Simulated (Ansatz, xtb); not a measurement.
**Two isomers of C4H6F4O**

Structure I: `OC[C@H](F)CC(F)(F)F`, a singlet. Structure II: `C[C@H](F)OCC(F)(F)F`, a singlet. Both are isolated molecules in the gas phase, relaxed with PBE-D3(BJ)/def2-SVP, each in the lowest conformer that the search found.

I (Å):

| atom | x (Å) | y (Å) | z (Å) |
| --- | --- | --- | --- |
| C | -0.6048 | -0.0627 | -1.4423 |
| C | 0.3897 | -1.1576 | -1.0652 |
| C | 1.1719 | -0.8836 | 0.2185 |
| C | 2.3452 | 0.0584 | 0.0510 |
| F | -0.3690 | -2.3216 | -0.8381 |
| F | 3.0224 | 0.2009 | 1.2112 |
| F | 1.9585 | 1.2993 | -0.3462 |
| F | 3.2227 | -0.3983 | -0.8806 |
| O | -1.5405 | 0.1555 | -0.4075 |
| H | -1.9559 | -0.7133 | -0.2409 |
| H | -0.0644 | 0.8890 | -1.6159 |
| H | -1.0937 | -0.3565 | -2.4028 |
| H | 1.0865 | -1.3645 | -1.9075 |
| H | 1.5722 | -1.8430 | 0.5993 |
| H | 0.4867 | -0.4606 | 0.9795 |

II (Å):

```yaml
atoms:
  - { symbol: C, position_ang: [0.9646, 2.3052, 1.8162] }
  - { symbol: C, position_ang: [-0.4556, 1.7961, 1.8274] }
  - { symbol: C, position_ang: [-1.7160, -0.1344, 1.2786] }
  - { symbol: C, position_ang: [-2.1285, -0.1100, -0.1904] }
  - { symbol: F, position_ang: [-0.9956, 1.9328, 3.1100] }
  - { symbol: F, position_ang: [-1.2512, -0.7718, -0.9696] }
  - { symbol: F, position_ang: [-3.3423, -0.6911, -0.3350] }
  - { symbol: F, position_ang: [-2.2180, 1.1594, -0.6655] }
  - { symbol: O, position_ang: [-0.4425, 0.4421, 1.4785] }
  - { symbol: H, position_ang: [1.3869, 2.2381, 0.7957] }
  - { symbol: H, position_ang: [0.9925, 3.3581, 2.1533] }
  - { symbol: H, position_ang: [1.5780, 1.6870, 2.4999] }
  - { symbol: H, position_ang: [-1.1264, 2.3760, 1.1520] }
  - { symbol: H, position_ang: [-2.5045, 0.3645, 1.8805] }
  - { symbol: H, position_ang: [-1.6682, -1.1967, 1.5919] }
```

Task: Which of the two would you expect CCSD(T)/def2-SVP + ΔMP2/def2-TZVPP electronic energies to favour?

Result: Not settled: CCSD(T)/def2-SVP + ΔMP2/def2-TZVPP gives E(II) − E(I) = +1.46 kcal/mol, but this leans on the basis-set step: CCSD(T) alone gives +0.25 kcal/mol.

Level by level:

| level | geometry | E(II) − E(I) (kcal/mol) | departure from the last row (kcal/mol) | job, with rough time for the two |
| --- | --- | --- | --- | --- |
| GFN2-xTB | GFN2-xTB | −1.81 | −3.27 | optimisation, 0.26 s |
| HF/STO-3G | GFN2-xTB | −8.35 | −9.82 | single point, 0.48 s |
| r2SCAN-D4/def2-SVP | GFN2-xTB | +0.10 | −1.36 | single point, 4.5 s |
| PBE-D3(BJ)/def2-SVP | PBE-D3(BJ)/def2-SVP | +0.12 | −1.34 | optimisation, 36 s |
| HF/def2-SVP | PBE-D3(BJ)/def2-SVP | −2.27 | −3.74 | part of the CCSD(T) run |
| MP2/def2-SVP | PBE-D3(BJ)/def2-SVP | +1.08 | −0.39 | part of the CCSD(T) run |
| CCSD(T)/def2-SVP | PBE-D3(BJ)/def2-SVP | +0.25 | −1.21 | single point |
| CCSD(T)/def2-SVP + ΔMP2/def2-TZVPP | PBE-D3(BJ)/def2-SVP | +1.46 |  | single point, 3.5 min |

As drawn, II has 1 C–O, 1 C–H in place of 1 C–C, 1 O–H.

GFN2-xTB, HF/STO-3G, HF/def2-SVP put the two in the other order. r2SCAN-D4/def2-SVP, PBE-D3(BJ)/def2-SVP, CCSD(T)/def2-SVP find them nearly level. The largest departure from CCSD(T)/def2-SVP + ΔMP2/def2-TZVPP is that of HF/STO-3G, 9.82 kcal/mol. The last row adds to CCSD(T) the change of the MP2 difference between the two basis sets, here +1.21 kcal/mol.

With thermal terms from frequencies at re-optimised GFN2-xTB minima (ideal gas, soft modes damped towards free rotors, one conformer each, 298.15 K, 1 atm): the zero-point term adds −0.39 kcal/mol; ΔH is +1.24 and ΔG +0.82 kcal/mol.

The correlated steps freeze 9 core orbitals. Run with Ansatz 0.2.0, xtb 6.7.1; the last row on 4 threads of Arm Neoverse V1 on a shared host.
